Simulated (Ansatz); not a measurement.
One change: `[CH3][Al]([SiH3])[O][SiH3]` becomes `[CH3][Al]([SiH3])[Br]`.

Ansatz, PBE0-D4/def2-TZVP geometries, multiplicity 1. Each molecule was computed in one conformer, which needn't be the lowest.

Scalar relativity is left out up to krypton.

```csv
property,`[CH3][Al]([SiH3])[O][SiH3]`
HOMO energy (ωB97M-V/def2-TZVPP) / eV,-9.37
LUMO energy (ωB97M-V/def2-TZVPP) / eV,0.39
HOMO–LUMO gap (PBE0/def2-TZVPP) / eV,6.09
size of the dipole moment (B3LYP/def2-TZVPP) / D,1.16
HOMO energy (PBE0/def2-TZVPP) / eV,-7.34
LUMO energy (PBE/def2-TZVPP) / eV,-2.01
```

Problem. Give the same properties after the change, and the shifts. (Best estimate.)

Solution. Computed: 
| property | `[CH3][Al]([SiH3])[Br]` | shift |
| --- | --- | --- |
| HOMO energy (ωB97M-V/def2-TZVPP) / eV | -9.50 | -0.13 |
| LUMO energy (ωB97M-V/def2-TZVPP) / eV | -0.03 | -0.42 |
| HOMO–LUMO gap (PBE0/def2-TZVPP) / eV | 5.80 | -0.29 |
| size of the dipole moment (B3LYP/def2-TZVPP) / D | 1.74 | 0.58 |
| HOMO energy (PBE0/def2-TZVPP) / eV | -7.49 | -0.15 |
| LUMO energy (PBE/def2-TZVPP) / eV | -2.43 | -0.42 |

With PBE0 the HOMO falls by 0.15 eV and the LUMO falls by 0.44 eV, so the gap narrows by about 0.29 eV. PBE moves the HOMO by -0.16 eV and ωB97M-V by -0.13 eV. Dipoles are sizes alone; their direction can turn.

B3LYP here is the variant with VWN-RPA as its local correlation; programs differ in this.

Spin–orbit coupling is left out; it splits and shifts lone-pair levels of the heavy atoms by tenths of an eV.
